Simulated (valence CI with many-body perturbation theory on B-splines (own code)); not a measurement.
# Zr²⁵⁺: key properties

Method: relativistic CI+MBPT: five valence electrons over a frozen Dirac-Fock core [Ne], a basis of 11 s, 11 p, 10 d, 8 f, 5 g, 2 h functions for each j, with the one-electron correlation potential Σ1 (screened to all orders), the two-electron term Σ2, the three-electron term Σ3, Breit, model QED; selected single and double excitations, second order for the rest, scaled by the run's own slope (own B-spline code, finite nucleus).

No measured spectrum was set against this ion. As an estimate, levels of excited configurations hold to 0.05 to 0.15 % of their energy, terms of the ground configuration to about 0.5 %. Among the levels kept, up to 3700 cm⁻¹ of a level comes from second order outside the variational space, and about a tenth of that is noise between levels of different J, which matters for small intervals.

Names give the largest LS component (configuration and term), which can be under half, so a name can repeat, a term be missing and a line seem to break the LS rules; names also repeat where a configuration has a term twice.

Rates and lifetimes use the calculated energies. Strong lines usually hold to 10 to 20 %, long lifetimes can be off by a factor of two.

What is the ground level?

3s2 3p3 4S°_3/2, composition 52 % 3s2 3p3 4S° + 30 % 3s2 3p3 2P° + 15 % 3s2 3p3 2D°, g = 1.603.

Where does the other parity begin?

At 3s 3p4 4P_5/2, 645070 cm⁻¹.

What is the ionisation energy?

1266.6 eV; NIST lists 1277 ± 5 eV (semi-empirical).

Name the longest-lived excited levels whose lifetime is computed, and their main decay.

3s2 3p3 2D°_5/2 at 162560 cm⁻¹ lives 131 μs, mostly by M1 to 3s2 3p3 4S°_3/2; 3s2 3p3 2D°_3/2 at 123200 cm⁻¹ lives 25.7 μs, mostly by M1 to 3s2 3p3 4S°_3/2; 3s2 3p3 2P°_1/2 at 216150 cm⁻¹ lives 17.3 μs, mostly by M1 to 3s2 3p3 4S°_3/2. The lifetime of 3s2 3p2 3d 4F_9/2 is too uncertain to give, and may be longer.

Among levels below 2321900 cm⁻¹, which E1 lines absorb most strongly from the ground level?

to 3s2 3p2 3d 4P_5/2 at 9.209 nm, f = 0.288; to 3s 3p4 2P_3/2 at 9.276 nm, f = 0.158; to 3s2 3p2 3d 4P_1/2 at 9.012 nm, f = 0.121.
